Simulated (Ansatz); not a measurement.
Total energies of In₁₁As₁₂H₃₂⁺ from Ansatz at PBE0-D4/def2-TZVP, gas phase (1 Eh = 27.2114 eV = 2625.5 kJ/mol). The reference geometry is relaxed at r2SCAN-D4/def2-SVP.

Cartesian coordinates in Å:
```
In 5.106 -1.298 1.869
In -0.453 -5.561 0.447
In -3.760 -1.689 2.179
In 2.945 2.637 2.893
In -1.934 2.477 3.104
In 0.557 -0.900 1.886
In 2.306 -1.468 -2.265
In -1.876 -1.234 -1.502
In 0.099 2.264 -0.799
In -4.169 2.233 -0.993
In -1.332 1.738 -5.472
As 0.715 -3.572 1.954
As 2.876 0.008 2.793
As 4.488 -0.908 -0.760
As -1.671 -0.155 3.066
As -1.666 -3.901 -1.383
As -3.935 -0.345 -0.177
As 0.538 3.290 3.908
As 2.312 3.291 0.339
As -2.027 3.047 0.514
As 0.443 -0.312 -0.672
As -1.979 -0.552 -4.103
As -0.064 2.998 -3.354
H 6.436 -0.277 2.234
H 4.786 -2.961 2.169
H 0.861 -6.239 -0.417
H -1.735 -6.144 1.419
H -5.124 -1.378 3.168
H -2.973 -3.171 1.736
H 4.275 3.524 3.514
H -3.124 3.205 4.107
H 1.990 -3.156 -2.074
H 2.355 -0.516 -3.704
H -5.595 2.961 -0.377
H -3.489 2.230 -2.593
H -2.798 2.601 -5.643
H -0.019 1.287 -6.475
H 0.528 -3.911 3.416
H 2.211 -3.791 1.919
H 2.799 -0.297 4.277
H 5.658 -1.495 -1.519
H 4.827 0.536 -1.063
H -1.410 -0.500 4.519
H -3.090 -4.374 -1.571
H -1.170 -4.289 -2.758
H -5.018 -1.077 -0.947
H 0.639 2.933 5.373
H 0.520 4.790 4.099
H 2.323 4.795 0.196
H 3.489 3.003 -0.564
H -1.924 4.557 0.438
H -1.263 -1.689 -4.801
H -3.377 -0.943 -4.531
H 1.380 3.249 -3.729
H -0.485 4.449 -3.288
```

```
           state   geometry   energy (Eh)
charge 1 singlet  reference  -28938.40734
charge 2 doublet  reference  -28938.03895
charge 0 doublet  reference  -28938.53990
```

In the def2 sets In takes a core potential; there is no spin–orbit coupling. Single mean-field runs in def2-TZVP are fitted with def2-universal-jkfit.

Problem. Work out the vertical ionisation energy to the doublet.

Solution. E(charge 2 doublet) − E(charge 1 singlet) = -28938.03895 − (-28938.40734) = 0.36839 Eh = 10.02 eV. For comparison, −ε of the highest occupied level is 9.09 eV at this level, 0.93 eV less.

Problem. Work out the vertical electron affinity, to the doublet.

Solution. E(charge 1 singlet) − E(charge 0 doublet) = -28938.40734 − (-28938.53990) = 0.13256 Eh = 3.61 eV.

Problem. Give the fundamental gap IE − EA, the Mulliken electronegativity (IE + EA)/2 and the hardness (IE − EA)/2.

Solution. From the values in Eh: IE − EA = 0.36839 − 0.13256 = 0.23583 Eh = 6.42 eV; (IE + EA)/2 = 6.82 eV; (IE − EA)/2 = 3.21 eV. The HOMO–LUMO gap of the same run is 4.70 eV, 1.72 eV smaller than the fundamental gap.
